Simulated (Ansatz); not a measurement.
```yaml
crystal:
  periodic: [false, false, false]
  atoms:
    - {symbol: N, position_ang: [0.203614, 0.505973, 1.461305]}
    - {symbol: C, position_ang: [-0.228351, -0.112755, 0.431861]}
    - {symbol: O, position_ang: [0.534971, -1.054562, -0.065944]}
    - {symbol: Si, position_ang: [0.583126, -0.639767, -1.810972]}
    - {symbol: F, position_ang: [-0.751490, -1.359525, -2.274607]}
    - {symbol: H, position_ang: [1.232906, 0.416496, 1.784266]}
    - {symbol: H, position_ang: [-0.435706, 1.396057, 1.610400]}
    - {symbol: H, position_ang: [-1.235337, -0.152115, 0.248932]}
    - {symbol: H, position_ang: [-0.041151, 0.819635, -1.565028]}
basis:
  gaussian: {orbitals: cc-pVTZ-DK, fitting: {mean_field: cc-pVTZ-jkfit}}
hamiltonian: {xc: {name: LC-wPBE}}
```

```sh
$ ansatz run in.yaml --threads 2 --pin off --events-out ev --progress --plain --max-ram 4352MiB
```

It prints (some lines left out):

```
Functional definition: LC-wPBE
557 factors; integrals over basis functions are off by at most 8.4e-1 eV
557 factors; integrals over basis functions are off by at most 6.7e-6 eV
mean field evaluation 1: about -15246.0831 eV, gradient 5.6e1 eV
mean field evaluation 2: about -15245.9335 eV, gradient 6.1e1 eV
mean field evaluation 4: about -15251.1291 eV, gradient 2.9e0 eV
mean field evaluation 8: about -15251.1506 eV, gradient 1.1e-1 eV
mean field evaluation 16: about -15251.1507 eV, gradient 8.1e-5 eV
mean field -15251.15073530 eV, -560.4694519209 hartree, gradient 8.1e-5 eV, S^2 0.000000; 0 other end points of the search recorded, 0 dependent functions left out
reference -15251.15073530 eV, -560.4694519211 hartree; 24, 24 occupied and 186, 186 virtual orbitals, 557 factors
Total energy: -15251.15073530 eV, -560.4694519211 hartree
Relativity: scalar
```

Hardware: 2 threads of an Arm Neoverse V1 on a shared host. Wall time 3.3 s, peak host memory 0.41 GiB.
